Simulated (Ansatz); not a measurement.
Consider the atomization: `CCCNCCC` → 6 C• + 15 H• + N•.

Program: Ansatz. Geometries: PBE0-D4/def2-TZVP. ΔE: electronic, gas phase. CCSD(T)/CBS adds triple-zeta CCSD(T) − MP2 to the extrapolated MP2 energy (def2 sets, frozen cores). This one scheme is used for every species, atoms too. For atomizations the MP2-based limit and the directly extrapolated one differ by several kJ/mol either way, and by 10 to 25 for some Ge, Se and Sn compounds, so smaller differences from it don't rank the levels. DFT in def2-TZVPP. No spin–orbit coupling; open shells (•) take unrestricted orbitals. Spin–orbit coupling would lower the free atoms: a little for C. Each species was taken in one conformer, which may not be the lowest.

Q: What is ΔE at CCSD(T)/CBS? (Best estimate.)

A: The calculation gave: +8579.7 kJ/mol.

Q: What do these levels give: revPBE, BLYP, r2SCANh, CCSD(T)/def2-TZVPP, MP2/def2-QZVPP, CCSD/CBS(def2)? (An estimate is asked.)

A: The calculation gave: revPBE 8418.4, BLYP 8461.5, r2SCANh 8544.4, CCSD(T)/def2-TZVPP 8393.5, MP2/def2-QZVPP 8568.6, CCSD/CBS(def2) 8479.6 kJ/mol.

Largest T1 diagnostic among the species: 0.009.

From PBE to PBE0 (25 % exact exchange), in def2-TZVPP and without D4, ΔE moves by −94.5 kJ/mol: exact exchange takes away binding that semilocal exchange gives to molecules. The D4 term adds +65.5 kJ/mol with B3LYP and +35.2 kJ/mol with PBE0; it sums over pairs of atoms, weighted by their polarisabilities, and B3LYP, whose exchange is more repulsive, gets the larger term. In def2-TZVPP, CCSD(T) changes the Hartree–Fock value by +1986.1 kJ/mol (the triples alone add +100.1 kJ/mol) and MP2 by +2051.9 kJ/mol; breaking electron pairs costs correlation energy, which Hartree–Fock lacks.

B3LYP here is the variant with VWN-RPA as its local correlation; programs differ in this.
